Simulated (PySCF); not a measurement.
## Ionisation energy of Tm³⁸⁺ by level of theory

Tm³⁸⁺ [Ar] 3d10 4s2 4p1 [4p1/2^1, M_J = 1/2] → Tm³⁹⁺ [Ar] 3d10 4s2, as a difference of total energies. All numbers are calculated (PySCF 2.14, the two-component X2C-1e Hamiltonian, in an even-tempered Gaussian basis (16 s from 4.3 bohr⁻², ratio 2.8; 13 p from 5.6 bohr⁻², ratio 2.8; 8 d from 10 bohr⁻², ratio 2.8; 4 f from 24 bohr⁻², ratio 3)). Correlated levels: [Ne] frozen; the 72 highest virtual spinors dropped. "Screened" scales the spin-orbit matrix elements by Boettger's factors to mimic the two-electron term; Breit and QED terms are absent.

```
                    method  ionisation energy (eV)
           GHF (spin-free)                  1707.8
          GMP2 (spin-free)                  1708.6
 GHF (screened spin-orbit)                  1755.4
GMP2 (screened spin-orbit)                  1756.1
```

Breit and QED terms and the two-electron picture change are absent.

The spin-free rows lack the spin-orbit shift.

For comparison: 1761 ± 4 eV (theoretical estimate listed by NIST; NIST Atomic Spectra Database, ionization energies).
